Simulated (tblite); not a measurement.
C7H9OPS.
Bonds: C1–S2, S2–C3, C3–O4 (aromatic), O4–C5 (aromatic), C5–P6 (aromatic), P6–C7 (aromatic), C7–C8, C8–C9, C9–C10, C3–C7 (aromatic), C8–C10. Hydrogens: H11, H12, H13 on C1; H14 on C5; H15 on C8; H16, H17 on C9; H18, H19 on C10.

Computed with GFN2-xTB (tblite), gas phase: L-BFGS steps from a force-field or distance-geometry start until the largest atomic force falls under 0.01 eV/Å.

Step 5: E = -798.7955 eV
```
atom  x, y, z in Å  |  force x, y, z in eV/Å
C1      3.0668   -1.6987   -0.1107   -0.060   0.111   0.041
S2      1.2653   -1.4649    0.1558   -0.014   0.018  -0.029
C3      0.8911    0.2651    0.0951   -0.207  -0.221   0.131
O4      1.8336    1.1756   -0.1667   -0.052  -0.333   0.020
C5      1.2990    2.4080   -0.1811   -0.013   0.040   0.000
P6     -0.3726    2.5265    0.1257   -0.035  -0.500   0.080
C7     -0.3813    0.7403    0.3107   -0.124  -0.096   0.043
C8     -1.5606   -0.1349    0.6024    0.053   0.094  -0.025
C9     -2.3405   -0.6566   -0.5808    0.217  -0.033  -0.087
C10    -2.9485    0.3602    0.3126    0.086   0.164   0.149
H11     3.4465   -2.2565    0.7409   -0.026   0.100   0.054
H12     3.2232   -2.2900   -1.0090   -0.155   0.095  -0.051
H13     3.5662   -0.7433   -0.1974   -0.055   0.109   0.025
H14     2.0073    3.1847   -0.3849    0.075   0.173  -0.040
H15    -1.4677   -0.7889    1.4642    0.274   0.018  -0.121
H16    -2.7621   -1.6459   -0.5745    0.101  -0.179   0.137
H17    -1.9678   -0.3686   -1.5436   -0.012   0.166  -0.294
H18    -3.0485    1.3823    0.0022   -0.048   0.215  -0.245
H19    -3.7590    0.0148    0.9318   -0.007   0.060   0.211
```

Step 6: E = -798.8202 eV
```
atom  x, y, z in Å  |  force x, y, z in eV/Å
C1      3.0590   -1.6930   -0.1075    0.112   0.082   0.011
S2      1.2608   -1.4695    0.1540   -0.056   0.014   0.001
C3      0.8892    0.2586    0.0978   -0.168  -0.286   0.132
O4      1.8307    1.1636   -0.1646    0.102  -0.245  -0.023
C5      1.2977    2.3943   -0.1809   -0.100   0.127   0.017
P6     -0.3745    2.5137    0.1286   -0.001  -0.197   0.042
C7     -0.3785    0.7433    0.3128   -0.135  -0.299   0.057
C8     -1.5509   -0.1274    0.6021   -0.196  -0.059  -0.042
C9     -2.3314   -0.6548   -0.5799    0.087   0.007  -0.097
C10    -2.9409    0.3667    0.3176    0.007   0.086   0.034
H11     3.4471   -2.2496    0.7446   -0.076   0.114  -0.024
H12     3.2144   -2.2799   -1.0109   -0.141   0.081   0.011
H13     3.5687   -0.7408   -0.1979   -0.137   0.085   0.045
H14     1.9941    3.1790   -0.3821    0.176   0.194  -0.062
H15    -1.4539   -0.7904    1.4568    0.247   0.039  -0.100
H16    -2.7536   -1.6486   -0.5733    0.159  -0.043   0.161
H17    -1.9744   -0.3666   -1.5530   -0.022   0.146  -0.142
H18    -3.0561    1.3870   -0.0086    0.028   0.078  -0.169
H19    -3.7573    0.0235    0.9370    0.114   0.075   0.149
```

Step 7: E = -798.8378 eV
```
atom  x, y, z in Å  |  force x, y, z in eV/Å
C1      3.0551   -1.6874   -0.1053    0.137   0.058  -0.012
S2      1.2568   -1.4730    0.1527   -0.055  -0.061   0.025
C3      0.8853    0.2496    0.1020   -0.048  -0.208   0.089
O4      1.8287    1.1514   -0.1632    0.101  -0.091  -0.032
C5      1.2969    2.3862   -0.1807   -0.084   0.082   0.023
P6     -0.3762    2.5005    0.1314    0.038   0.046   0.007
C7     -0.3787    0.7397    0.3153   -0.083  -0.319   0.043
C8     -1.5476   -0.1232    0.6011   -0.256  -0.155  -0.031
C9     -2.3238   -0.6532   -0.5809   -0.072   0.032  -0.108
C10    -2.9354    0.3728    0.3214   -0.090   0.021  -0.088
H11     3.4462   -2.2426    0.7470   -0.085   0.103  -0.051
H12     3.2055   -2.2714   -1.0119   -0.108   0.064   0.039
H13     3.5679   -0.7369   -0.1974   -0.166   0.098   0.049
H14     1.9878    3.1785   -0.3813    0.157   0.099  -0.051
H15    -1.4394   -0.7909    1.4497    0.181   0.014  -0.059
H16    -2.7446   -1.6514   -0.5692    0.196   0.073   0.145
H17    -1.9793   -0.3623   -1.5625   -0.040   0.103   0.015
H18    -3.0608    1.3918   -0.0194    0.086  -0.054  -0.086
H19    -3.7540    0.0310    0.9437    0.190   0.093   0.082
```

Step 8: E = -798.8512 eV
```
atom  x, y, z in Å  |  force x, y, z in eV/Å
C1      3.0539   -1.6821   -0.1040    0.060   0.043  -0.023
S2      1.2532   -1.4772    0.1523   -0.020  -0.136   0.040
C3      0.8817    0.2398    0.1068    0.049  -0.071   0.036
O4      1.8274    1.1408   -0.1625    0.035   0.045  -0.017
C5      1.2963    2.3811   -0.1803   -0.015   0.000   0.018
P6     -0.3770    2.4904    0.1339    0.063   0.130  -0.009
C7     -0.3803    0.7315    0.3179   -0.004  -0.170   0.006
C8     -1.5492   -0.1228    0.5998   -0.188  -0.157  -0.044
C9     -2.3197   -0.6514   -0.5838   -0.188   0.065  -0.063
C10    -2.9331    0.3779    0.3224   -0.107  -0.060  -0.168
H11     3.4440   -2.2356    0.7482   -0.060   0.072  -0.039
H12     3.1967   -2.2638   -1.0122   -0.060   0.042   0.033
H13     3.5643   -0.7315   -0.1961   -0.162   0.128   0.043
H14     1.9857    3.1797   -0.3816    0.088  -0.033  -0.027
H15    -1.4251   -0.7912    1.4435    0.086  -0.044  -0.006
H16    -2.7341   -1.6525   -0.5633    0.174   0.099   0.099
H17    -1.9836   -0.3569   -1.5697   -0.045   0.066   0.102
H18    -3.0626    1.3948   -0.0294    0.118  -0.110  -0.029
H19    -3.7482    0.0383    0.9507    0.175   0.091   0.046
```

Problem. Estimate the geometry and energy of step 9. (The exact step hangs on the optimiser's Hessian estimate; all steps are aligned on step 8, rigid shifts and turns removed.)

Solution. E = -798.8606 eV, largest force 0.215 eV/Å
```
atom  x, y, z in Å  |  force x, y, z in eV/Å
C1      3.0535   -1.6772   -0.1034   -0.037   0.039  -0.021
S2      1.2505   -1.4830    0.1527    0.011  -0.144   0.046
C3      0.8798    0.2316    0.1110    0.089   0.035  -0.007
O4      1.8268    1.1337   -0.1622   -0.021   0.096   0.006
C5      1.2960    2.3776   -0.1798    0.056  -0.053   0.009
P6     -0.3765    2.4846    0.1357    0.054   0.099  -0.007
C7     -0.3815    0.7231    0.3197    0.036   0.004  -0.032
C8     -1.5533   -0.1251    0.5979   -0.018  -0.091  -0.035
C9     -2.3202   -0.6488   -0.5870   -0.206   0.046  -0.039
C10    -2.9332    0.3803    0.3200   -0.095  -0.080  -0.150
H11     3.4415   -2.2292    0.7486   -0.019   0.039  -0.012
H12     3.1893   -2.2576   -1.0120   -0.009   0.022   0.009
H13     3.5586   -0.7248   -0.1944   -0.150   0.145   0.033
H14     1.9857    3.1797   -0.3822    0.029  -0.129  -0.007
H15    -1.4131   -0.7925    1.4389   -0.012  -0.086   0.012
H16    -2.7234   -1.6519   -0.5571    0.109   0.049   0.046
H17    -1.9875   -0.3515   -1.5733   -0.040   0.044   0.116
H18    -3.0617    1.3952   -0.0373    0.124  -0.103  -0.003
H19    -3.7411    0.0452    0.9569    0.099   0.069   0.038
```

The energy changes by -0.0095 eV. The first-order estimate −F·Δx gives -0.0134 eV and the mean of the old and new forces, exact on a quadratic surface, -0.0095 eV. The step makes an angle of 55° with the force vector and moves no atom by more than 0.013 Å.

What follows is the cost of the whole relaxation. Hardware: one thread, Arm Neoverse V1 (aarch64) (shared host). Cost: 1.7 s of wall time.
